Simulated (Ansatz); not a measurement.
Relaxation of ClFH4W (7 atoms, charge 0, multiplicity 1), to a largest force component of 0.03 eV/Å in at most 50 steps.

Theory: RHF/def2-SVP in Ansatz 0.2.0.

```xyz
7
Properties=species:S:1:pos:R:3
W -0.749 0.263 -0.218
H 1.871 -0.444 0.876
H 1.932 0.257 0.962
Cl 0.072 2.315 0.412
F -2.321 -0.369 -0.895
H -0.450 -0.901 0.945
H 0.416 -0.451 -1.183
```

Q: Where does it end, and by what steps?

A: The forces met the threshold. The force dipped under the threshold on the way, but the program's further checks kept it going. After 10 steps the energy has fallen by 0.251 eV; H3 moved furthest, 1.32 Å.

```json
{"step": "0", "energy less start (eV)": "0.0000", "largest force component (eV/Å)": "1.509", "accepted": "yes"}
{"step": "1", "energy less start (eV)": "-0.1160", "largest force component (eV/Å)": "0.156", "accepted": "yes"}
{"step": "2", "energy less start (eV)": "-0.1828", "largest force component (eV/Å)": "0.162", "accepted": "yes"}
{"step": "3", "energy less start (eV)": "-0.2232", "largest force component (eV/Å)": "0.118", "accepted": "yes"}
{"step": "4", "energy less start (eV)": "-0.2396", "largest force component (eV/Å)": "0.234", "accepted": "yes"}
{"step": "5", "energy less start (eV)": "-0.2448", "largest force component (eV/Å)": "0.154", "accepted": "yes"}
{"step": "6", "energy less start (eV)": "-0.2480", "largest force component (eV/Å)": "0.071", "accepted": "yes"}
{"step": "7", "energy less start (eV)": "-0.2499", "largest force component (eV/Å)": "0.019", "accepted": "yes"}
{"step": "8", "energy less start (eV)": "-0.2504", "largest force component (eV/Å)": "0.009", "accepted": "yes"}
{"step": "9", "energy less start (eV)": "-0.2506", "largest force component (eV/Å)": "0.016", "accepted": "yes"}
{"step": "10", "energy less start (eV)": "-0.2507", "largest force component (eV/Å)": "0.018", "accepted": "yes"}
```

```xyz
7
Properties=species:S:1:pos:R:3
W -1.276 0.338 -0.442
H 2.996 -0.632 1.322
H 3.137 0.087 1.468
Cl -0.382 2.318 0.243
F -2.779 -0.421 -1.164
H -0.891 -0.692 0.817
H -0.036 -0.328 -1.345
```

Time of the run: 20 s on 1 thread of Intel(R) Xeon(R) Platinum 8488C (Sapphire Rapids), with other jobs on the host, peak memory 0.17 GiB.
